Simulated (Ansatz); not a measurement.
Ansatz (a program for electronic structure) input for ZrOF, SMILES [O]=[Zr][F] (connectivity only; charge and spin as stated), neutral, multiplicity 2, PBE/def2-TZVPD. Geometry optimised at r2SCAN-D4/def2-TZVP. The multiplicity is an assumed one; other spin states were not compared. The def2 effective core potentials stand for the cores of Zr; spin–orbit coupling is left out.

Ansatz 0.2 input:
```yaml
crystal:
  periodic: [false, false, false]
  atoms:
    - {symbol: Zr, position_ang: [0.31530777, 0.09228081, 0.00000000]}
    - {symbol: O, position_ang: [-0.90923094, 1.32620653, 0.00000000]}
    - {symbol: F, position_ang: [-0.59316259, -1.58898719, 0.00000000]}
basis:
  gaussian:
    orbitals: def2-TZVPD
hamiltonian:
  xc: {name: PBE}
magnetization: {spin_polarized: true, initial_magnetization: 1}
```

Program output:

```
WARN ansatz: RAYON_NUM_THREADS=1 ignored (pool sized by the plan → 1); use --threads N
Functional definition: PBE
integrals: 0.03 GiB planned
702 factors; their error is unknown
mean field: 0.38 GiB planned
mean field evaluation 1: about -6029.6459 eV, gradient 6.6e1 eV
mean field evaluation 2: about -5736.6035 eV, gradient 2.2e2 eV
mean field evaluation 4: about -6041.7745 eV, gradient 2.9e1 eV
mean field evaluation 8: about -6044.7378 eV, gradient 2.1e-1 eV
mean field evaluation 16: about -6044.7363 eV, gradient 4.9e-4 eV
mean field evaluation 32: about -6043.8684 eV, gradient 6.9e-1 eV
mean field -6044.73630790 eV, -222.1399620460 hartree, gradient 3.9e-5 eV, S^2 0.753150; 5 other end points of the search recorded, 0 dependent functions left out
reference -6044.73635747 eV, -222.1399638677 hartree; 15, 14 occupied and 105, 106 virtual orbitals, 702 factors
Total energy: -6044.73635747 eV, -222.1399638677 hartree
```

Self-consistency was reached.

Cost: very roughly 7 core-seconds.
